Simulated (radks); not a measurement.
Species: Ag4+. Configuration: [Ar] 3d10 4s1.75 4p6 4d7.25 (fractional occupations, a model configuration). Method: scalar-relativistic Kohn-Sham, LDA (Slater exchange, Perdew-Zunger correlation), spin-polarised, spherical densities, finite nucleus; open shells are filled with parallel spins first (spin-orbit coupling, left out, can overturn this in heavy ions); Fermi nuclear charge, rms radius 4.5454 fm; computed with a radial shooting solver on a logarithmic mesh with Libxc functionals.

Normalised radial functions P(r) = r R(r), r in bohr:

r,3d down,4d down,5s down
0.001624,0.0000,0.0000,0.0299
0.001875,0.0000,0.0000,0.0338
0.002148,0.0000,0.0000,0.0379
0.002461,0.0001,0.0000,0.0424
0.002842,0.0001,0.0000,0.0476
0.003256,0.0001,0.0000,0.0530
0.003731,0.0002,0.0001,0.0587
0.004309,0.0003,0.0001,0.0653
0.004936,0.0004,0.0001,0.0718
0.005701,0.0006,0.0002,0.0789
0.006531,0.0008,0.0003,0.0857
0.007483,0.0012,0.0004,0.0925
0.008642,0.0018,0.0007,0.0992
0.009901,0.0026,0.0010,0.1049
0.01134,0.0038,0.0014,0.1096
0.0131,0.0056,0.0021,0.1127
0.01501,0.0081,0.0030,0.1135
0.01733,0.0120,0.0045,0.1111
0.01986,0.0172,0.0064,0.1051
0.02275,0.0246,0.0092,0.0947
0.02628,0.0357,0.0133,0.0782
0.0301,0.0505,0.0188,0.0568
0.03477,0.0723,0.0269,0.0279
0.03983,0.1005,0.0373,-0.0049
0.04563,0.1384,0.0514,-0.0420
0.0527,0.1920,0.0711,-0.0837
0.06038,0.2583,0.0955,-0.1222
0.06917,0.3427,0.1263,-0.1556
0.07989,0.4546,0.1668,-0.1798
0.09153,0.5830,0.2128,-0.1864
0.1057,0.7429,0.2690,-0.1708
0.1211,0.9133,0.3272,-0.1315
0.1387,1.0961,0.3869,-0.0684
0.1602,1.2915,0.4457,0.0191
0.1836,1.4628,0.4893,0.1111
0.2103,1.6039,0.5121,0.1971
0.2429,1.7008,0.5030,0.2618
0.2783,1.7268,0.4540,0.2800
0.3214,1.6750,0.3525,0.2402
0.3682,1.5512,0.2086,0.1447
0.4218,1.3649,0.0234,0.0039
0.4872,1.1207,-0.2042,-0.1676
0.5582,0.8721,-0.4292,-0.3151
0.6446,0.6196,-0.6521,-0.4146
0.7385,0.4142,-0.8238,-0.4243
0.8461,0.2538,-0.9385,-0.3385
0.9771,0.1360,-0.9863,-0.1523
1.119,0.0675,-0.9625,0.0847
1.283,0.0297,-0.8815,0.3396
1.481,0.0108,-0.7510,0.5800
1.697,0.0035,-0.6049,0.7388
1.96,0.0009,-0.4464,0.8076
2.245,0.0002,-0.3098,0.7745
2.572,0.0000,-0.1971,0.6637
2.971,0.0000,-0.1095,0.4983
3.404,0.0000,-0.0559,0.3365
3.9,0.0000,-0.0250,0.2000
4.504,0.0000,-0.0091,0.0989
5.16,0.0000,-0.0029,0.0433
5.959,0.0000,-0.0007,0.0149
6.827,0.0000,-0.0001,0.0044

3d down: eigenvalue -417.44 eV, 0 radial nodes, <r> = 0.346 bohr, 90 % of the charge inside 0.547 bohr. 4d down: eigenvalue -59.179 eV, 1 radial node at r = 0.428 bohr, <r> = 1.20 bohr, 90 % of the charge inside 1.85 bohr. 5s down (empty): eigenvalue -42.832 eV, 4 radial nodes at r = 0.0391, 0.156, 0.423, 1.07 bohr, <r> = 2.17 bohr, 90 % of the charge inside 3.09 bohr.
